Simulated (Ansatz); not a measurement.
CH₇NSiTe (`N[SiH2]C[TeH]`), 11 atoms. Charge 0, multiplicity 1. Correlated methods include outer-core shells of Te, which these sets cover unevenly. Te: def2 effective core potential. All runs use 4 threads of an Arm Neoverse V2 on a shared host. Correlated methods freeze the cores.

Task: How many basis functions does each run have, and how long does it take in Ansatz? RHF-MP2/def2-QZVPP energy; RKS ωB97M-V/def2-SVP energy; RKS PBE0-D4/def2-TZVP relaxation (28 steps); direct RPA on PBE orbitals/def2-TZVPP energy; RKS B3LYP-D4/def2-TZVPP energy and forces; RKS revPBE-D4/def2-TZVPP energy; RHF-CCSD(T)/def2-SVP energy; RKS PBE0-D4/def2-QZVPP energy; RKS PBE0-D4/def2-SVP energy; RKS HSE06 (plane-wave form)-D4/def2-TZVPP energy; RKS PBE0-D4/def2-TZVP frequencies; RHF-CCSD(T)/def2-TZVPP energy. (Best estimate.)

Result: The calculation gave: Other jobs shared the machine, so times are rough.

| level | job | functions | wall time | peak host memory (GiB) |
| --- | --- | --- | --- | --- |
| RKS PBE0-D4/def2-SVP | energy | 107 | 1.2 s | 0.23 |
| RKS revPBE-D4/def2-TZVPP | energy | 252 | 2.2 s | 0.33 |
| RKS HSE06 (plane-wave form)-D4/def2-TZVPP | energy | 252 | 3.5 s | 0.69 |
| RKS B3LYP-D4/def2-TZVPP | energy and forces | 252 | 4.9 s | 0.74 |
| RKS ωB97M-V/def2-SVP | energy | 107 | 5.5 s | 0.35 |
| direct RPA on PBE orbitals/def2-TZVPP | energy | 252 | 6 s | 0.7 |
| RHF-CCSD(T)/def2-SVP | energy | 107 | 6.5 s | 0.55 |
| RKS PBE0-D4/def2-QZVPP | energy | 476 | 7.5 s | 1.8 |
| RHF-MP2/def2-QZVPP | energy | 476 | 20 s | 2.9 |
| RKS PBE0-D4/def2-TZVP | relaxation (28 steps) | 191 | 92 s | 0.51 |
| RKS PBE0-D4/def2-TZVP | frequencies | 191 | 2.4 min | 0.56 |
| RHF-CCSD(T)/def2-TZVPP | energy | 252 | 3.4 min | 5.9 |

B3LYP here is the variant with VWN-RPA as its local correlation; programs differ in this.
